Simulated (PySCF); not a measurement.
This PySCF input asks for the NMR shieldings of SMILES C(=O)[C@H]1C[SiH2]CSC1, C₅H₁₀OSSi; the geometry comes from GFN2-xTB.

```python
import basis_set_exchange as bse
import numpy as np
from pyscf import gto, dft
from pyscf.prop import nmr

atoms = """
O     0.713319   -0.570516    1.695983
C     1.326202    0.175198    0.937846
C     1.220312   -0.021288   -0.579441
C     0.320282   -1.221493   -0.805970
Si   -1.106508   -1.137193    0.465086
C    -1.508422    0.724539    0.799674
S    -0.153048    1.886170    0.557267
C     0.555048    1.274803   -1.018381
H     2.147418    0.800298    1.304169
H     2.211995   -0.150579   -1.026272
H    -0.033542   -1.234500   -1.834763
H     0.887804   -2.137340   -0.651519
H    -1.186928   -2.032177    1.607115
H    -2.304553   -1.472128   -0.363536
H    -1.800995    0.865640    1.836612
H    -2.326097    1.073904    0.173935
H     1.262278    2.032594   -1.350836
H    -0.233323    1.150384   -1.758626
"""
names = dict.fromkeys(["O", "C", "Si", "S", "H"], "pcSseg-1")
basis = {el: gto.basis.parse(bse.get_basis(n, elements=[el], fmt="nwchem")) for el, n in names.items()}
mol = gto.M(atom=atoms, basis=basis, charge=0, verbose=0)
mf = dft.RKS(mol, xc="PBE0")
mf.grids.level = 2
mf.grids.alignment = dft.numint.BLKSIZE   # the property module wants whole blocks of grid points
mf.conv_tol = 1e-9
mf.kernel()

calc = nmr.RKS(mf)   # GIAO
C = mf.mo_coeff
Co = C[:, mf.mo_occ > 0]
resp = mf.gen_response(singlet=True, hermi=2)
def vind(x):   # induced exchange potential for any number of trial vectors
    d = np.einsum("pi,xij,qj->xpq", C, 2 * x.reshape(-1, C.shape[1], Co.shape[1]), Co, optimize=True)
    return np.einsum("xpq,pi,qj->xij", resp(d - d.transpose(0, 2, 1)), C, Co, optimize=True).ravel()
mo1, _ = nmr.rhf.solve_mo1(calc, with_cphf=vind)
sigma = calc.kernel(mo1)
for i, s in enumerate(sigma):   # ppm
    print("%2d %-2s %9.2f" % (i, mol.atom_pure_symbol(i), np.trace(s) / 3))
```

**Question.** What does it print?

**Answer.** 
```
 0 O     -83.96
 1 C      22.50
 2 C     141.99
 3 C     172.49
 4 Si    426.58
 5 C     172.82
 6 S     475.78
 7 C     157.36
 8 H      22.68
 9 H      28.85
10 H      31.12
11 H      30.75
12 H      26.54
13 H      27.19
14 H      30.77
15 H      29.43
16 H      29.28
17 H      29.98
```

These numbers come from an equivalent density-fitted implementation of the same equations, which agrees with the script to about 0.01 ppm for H and up to a few tenths of a ppm for heavy atoms, so last digits may differ.

**Question.** Turn these shieldings into chemical shifts. Shifts are taken against calculated references (same method and geometry level): 17O (336.08 ppm) against H2O; TMS for 13C (186.93 ppm) and 29Si (349.16 ppm) and 1H (31.72 ppm); CS2 for 33S (503.73 ppm).

**Answer.** Averaging equivalent atoms: O 0: 420.0; C 1: 164.4; C 2: 44.9; C 7: 29.6; C 3: 14.4; C 5: 14.1; Si 4: -77.4; S 6: 28; H 8: 9.03; H 12: 5.18; H 13: 4.52; H 9: 2.87; H 16: 2.43; H 15: 2.29; H 17: 1.74; H 11: 0.96; H 14: 0.95; H 10: 0.60 ppm. Unscaled 17O shifts of doubly bonded oxygen tend to come out too high, by tens of ppm or more. Experimental scales use liquid or dissolved standards, which lie at an offset from isolated H2O (liquid H2O: subtract about 36 ppm).

Size and cost of the density-fitted run: 200 basis functions, 27 s wall time on 1 thread of an Intel Xeon 6975P-C, shared host; peak memory 0.89 GiB.
